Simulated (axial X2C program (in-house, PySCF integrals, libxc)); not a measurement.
KC: bond constants with and without spin–orbit coupling

Calculated with an in-house all-electron X2C program for linear molecules (integrals from PySCF). Spin-free means the one-electron spin-free X2C Hamiltonian; two-component (2c) means X2C with spin–orbit coupling and atomic mean-field two-electron Coulomb and Gaunt terms, so the difference of the two also holds small scalar two-electron terms. Basis: K dyall-cv3z [11s12p6d3f], C dyall-v3z [7s6p2d1f] (cores contracted in-house); Gaussian nuclei, density fitting, unrestricted open shells. Masses: K 38.964 u, C 12.000 u.

The run was started with this input:
```json
{"zs": [19, 6], "q": 0, "bas": ["dyall-cv3z", "dyall-v3z"], "levels": ["PBE0", "HF", "r2SCAN"], "cc": true, "r0": 2.6, "thr": -2.0, "nmax": 90, "npts": 10, "nst": 2, "ntry": 6}
```
```bash
python so2c.py task.json out
```

Keys: zs atomic numbers; q charge; bas basis sets; levels methods; cc coupled cluster on or off; r0 starting distance in Å; thr threshold in hartree for freezing inner shells (an s shell follows its p shell); nmax most natural virtual spinors; npts points on the curve; nst determinants followed; ntry starts of the search. HF also brings MP2.

State, spin-free: M_S = 3/2, Λ = 0 (beyond evenly filled blocks: σα, π+α, π-α); electrons by block: σα: 8, σβ: 7, π+α: 3, π+β: 2, π-α: 3, π-β: 2. Fragments: K + C.

State, 2c: Ω = 3/2 (⟨Sz⟩ = 1.50, ⟨Lz⟩ = 0.00 at PBE0); electrons by block: 1/2: 10, -1/2: 10, 3/2: 3, -3/2: 2. Fragments: K + C.

| Hamiltonian | level | Re (Å) | ωe (cm⁻¹) | ωexe (cm⁻¹) | Be (cm⁻¹) | αe (cm⁻¹) | De (eV) | D0 (eV) | μ (D) |
| --- | --- | --- | --- | --- | --- | --- | --- | --- | --- |
| 2c | PBE0 | 2.515 | 358.0 | 2.33 | 0.2904 | 0.00265 | 2.23 | 2.20 | -8.98 |
| 2c | HF | 2.584 | 358.7 | 2.09 | 0.2752 | 0.00237 | 1.45 | 1.43 | -10.15 |
| 2c | MP2 | 2.524 | 367.9 | 2.14 | 0.2884 | 0.00249 | 2.07 | 2.05 | n/a |
| 2c | CCSD | 2.538 | 363.9 | 2.14 | 0.2851 | 0.00248 | 1.97 | 1.94 | n/a |
| 2c | CCSD(T) | 2.534 | 364.5 | 2.31 | 0.286 | 0.00246 | 1.99 | 1.97 | n/a |
| 2c | r2SCAN | 2.527 | 355.5 | 2.35 | 0.2878 | 0.00259 | 2.39 | 2.37 | -9.07 |

Spin-free values that have a 2c row agree with it to the digits that matter (0.001 Å, 0.01 eV) and are not repeated.

Correlated methods: 13 electrons correlated (number of frozen shells: K 2 s, 1 p; C 1 s), 209 virtual spin orbitals or spinors in MP2, 90 natural virtuals in coupled cluster.

Dipoles are positive if C is the positive end.

Occupations by symmetry block were frozen at the best pattern of an incomplete PBE0 search. Dissociation energies refer to the lowest single-determinant-based atoms at the same level and basis. Density functionals use the spin component along the axis (collinear). Coupled cluster ran in a truncated set of natural virtual spinors; the MP2 energy of the rest was added. (T) has no such correction and the atoms are truncated less, which lowers De at CCSD(T) by a hundredth of an eV or more. In 2c an atomic determinant is not the ground J level, so De misses part of the atomic spin–orbit lowering. This holds for PBE0, MP2, CCSD, CCSD(T), r2SCAN. The functionals have no current-density term, which raises determinants with orbital currents, atoms included. With several unpaired electrons one determinant need not be a pure state. This is the top spin component of a Σ state; components of lower Ω are not single determinants and can lie lower.

Rough cost a point (2c) on 1 thread(s) of a shared host, integrals apart: PBE0 0.24 s, HF 0.14 s, CCSD(T) 4 s, r2SCAN 0.3 s.

The whole task took 96 s on 1 thread of Arm Neoverse V2 (shared host).
